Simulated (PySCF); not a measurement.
# P⁺: ionisation energy

P⁺ [Ne] 3s2 3p2 (3P) → P²⁺ [Ne] 3s2 3p1 (2P), as a difference of total energies. Calculation: PySCF 2.14, in cc-pVDZ-DK; scalar relativity by spin-free X2C-1e. Correlated levels: valence: [Ne] frozen. The calculations carry no spin-orbit coupling.

```csv
method,ionisation energy (eV)
UHF,19.168
MP2 (valence),19.472
SCS-MP2 (valence),19.395
CCSD (valence),19.495
CCSD(T) (valence),19.504
```

Question: Estimate what PBE0 gives.

Answer: 19.826 eV, closest to CCSD(T) (valence) among the rows shown.

Question: Estimate what PBE gives.

Answer: 19.796 eV, closest to CCSD(T) (valence) among the rows shown.

The reference lies between the lowest fine-structure levels, while these numbers refer to the centres of the terms.

Errors of the correlated levels include the incompleteness of this basis and the frozen core.

For comparison: 19.769 eV (semi-empirical (NIST evaluation); NIST Atomic Spectra Database, ionization energies).
